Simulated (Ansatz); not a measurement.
## Reading a saddle point

A first-order saddle point of BNH$_{4}$F$_{2}$, singlet, PBE0-D4/def2-TZVP, with one imaginary mode of 1483i cm⁻¹:

| atom | x (Å) | y (Å) | z (Å) |
| --- | --- | --- | --- |
| B1 | -0.2213 | -0.3678 | -0.5134 |
| H2 | 0.5175 | 0.5961 | -1.2706 |
| F3 | 0.3800 | -1.5521 | -0.7453 |
| F4 | -1.5077 | -0.2169 | -0.8876 |
| H5 | 0.5943 | 0.8137 | -0.2672 |
| N6 | 0.1207 | 0.2627 | 0.8605 |
| H7 | -0.6294 | 0.7166 | 1.3609 |
| H8 | 0.7460 | -0.2523 | 1.4628 |

Ansatz 0.2.0; basis: def2-TZVPP and def2-QZVPP; cores frozen in the correlated methods. Extrapolation: Hartree–Fock as exp(−7.88 √X), correlation as X^−2.97.

(1) Which contacts change along the imaginary mode, and what lies on either side? (A judgement: the text doesn't fix the answer.)

(2) Which side is lower, and how far does the saddle lie above each? (An estimate is asked for; the value comes from the calculation.)

The T1 diagnostic stays at or below 0.012. The end structure is not quite a true minimum (one mode of 28i cm⁻¹).

Answers

(1) The calculation gives: The step is BHF₂ ([F][BH][F]) + NH₃ → BNH₂F₂ ([NH2][B]([F])[F]) + H₂, with the molecules in contact on both sides. Shortening one way: B1–N6, H2–H5; lengthening the same way: B1–H2, H5–N6.
```csv
pair,one side (Å),saddle (Å),other side (Å)
B1–N6,1.67,1.55,1.39
H2–H5,2.61,1.03,0.75
B1–H2,1.21,1.43,3.10
H5–N6,1.01,1.34,3.36
```

(2) The calculation gives: The side with B1–N6, H2–H5 short is lower by 14.9 kJ/mol; the saddle lies 197.0 kJ/mol above it and 182.1 kJ/mol above the other (CCSD(T) at an estimated basis limit (MP2 extrapolated from triple and quadruple zeta, plus CCSD(T) − MP2 in triple zeta); electronic energies).

The step is the kind of exchange with an N–H group that builds nitride films in atomic layer and chemical vapour deposition.

Labels in which every atom is bracketed show which atoms are joined, not bond orders.

For scale, one of the runs: CCSD(T)/def2-TZVPP, 180 basis functions, launched by `ansatz run in.yaml --threads 2 --pin off --events-out ev --progress --plain --max-ram 4352MiB`. The run took 51 s on 2 CPU threads of an Arm Neoverse V2 (shared host), with 1.9 GiB of host memory at its peak.
